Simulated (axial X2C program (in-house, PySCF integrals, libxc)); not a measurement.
## Potential curves of BeCl, with spin–orbit coupling

All values were computed with an in-house relativistic program for diatomic molecules. Two-component (2c) means X2C with spin–orbit coupling and atomic mean-field two-electron Coulomb and Gaunt terms. Basis: Cl dyall-av3z [9s8p3d2f], Be dyall-cv3z [8s8p3d1f] (cores contracted in-house); Gaussian nuclei, density fitting, unrestricted open shells. Masses: Cl 34.969 u, Be 9.012 u.

State: Ω = 1/2 (⟨Sz⟩ = 0.50, ⟨Lz⟩ = 0.00 at TPSSh). Energies in cm⁻¹ from the fragments at the same level (Cl + Be). Fits are polynomials in 1 − R0/R over 0.85 to 1.23 times the lowest point R0.

```tsv
R (Å)	TPSSh	HF	PBE0
1.5703	-27593	-22193	-28564
1.6425	-31086	-25882	-31985
1.6967	-32634	-27529	-33475
1.7508	-33471	-28430	-34252
1.8050	-33752	-28746	-34473
1.8682	-33539	-28537	-34186
1.9314	-32883	-27857	-33458
2.0126	-31585	-26485	-32064
2.1119	-29543	-24304	-29904
2.2563	-26125	-20610	-26315
```

The state is one determinant whose occupation by symmetry is held fixed; it was picked as the lowest of a PBE0 search that is not exhaustive. De is counted from the lowest determinant-based energies of the atoms at the same level, without counterpoise correction. Density functionals use the spin component along the axis (collinear). In 2c an atomic determinant is not the ground J level, so De misses part of the atomic spin–orbit lowering. This holds for TPSSh, PBE0. The functionals have no current-density term, which raises determinants with orbital currents, atoms included.

(1) What are Re, ωe and De at the TPSSh level?

(2) What are Re, ωe and De at the HF level?

(3) Fit the PBE0 curve near its minimum: give the equilibrium distance, the harmonic wavenumber and the well depth.

Answers

(1) At TPSSh, 2c: Re = 1.811 Å, ωe ≈ 822 cm⁻¹, De = 4.19 eV to Cl + Be; Be follows as 0.717 cm⁻¹.

(2) At HF, 2c: Re = 1.813 Å, ωe ≈ 844 cm⁻¹, De = 3.56 eV to Cl + Be; Be follows as 0.716 cm⁻¹.

(3) At PBE0, 2c: Re = 1.803 Å, ωe ≈ 838 cm⁻¹, De = 4.27 eV to Cl + Be; Be follows as 0.724 cm⁻¹.
